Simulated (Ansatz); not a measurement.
Consider the formal hydrolysis of the In–F bond: `C[CH2][InH][F]` + H₂O → `C[CH2][InH][OH]` + H–F.

Isolated molecules relaxed with PBE0-D4/def2-TZVP in Ansatz; ΔE leaves out vibrations. CCSD(T)/CBS adds triple-zeta CCSD(T) − MP2 to the extrapolated MP2 energy (def2 sets, frozen cores). This one scheme is used for every species. Functionals use def2-TZVPP. Elements past krypton have def2 core potentials. For In outer-core shells are correlated without core-valence functions, which leaves a few kJ/mol of doubt a bond. One conformer a species, not always the lowest.

```tsv
species	CAM-B3LYP-D4 energy (Eh)
`C[CH2][InH][F]`	-369.80740
H₂O	-76.43873
`C[CH2][InH][OH]`	-345.75954
H–F	-100.46752
```

(1) Work out ΔE.

Largest T1 diagnostic among the species: 0.014.

Results:

(1) ΔE = (-345.75954) + (-100.46752) − (-369.80740) − (-76.43873) = 0.01907 Eh = +0.52 eV. CCSD(T)/CBS gives +0.44 eV.

At CCSD(T), def2-SVP lies +0.05 eV from the extrapolated value and def2-TZVPP −0.03 eV. In def2-TZVPP, CCSD(T) changes the Hartree–Fock value by −0.15 eV (the triples alone add −0.02 eV) and MP2 by −0.18 eV.
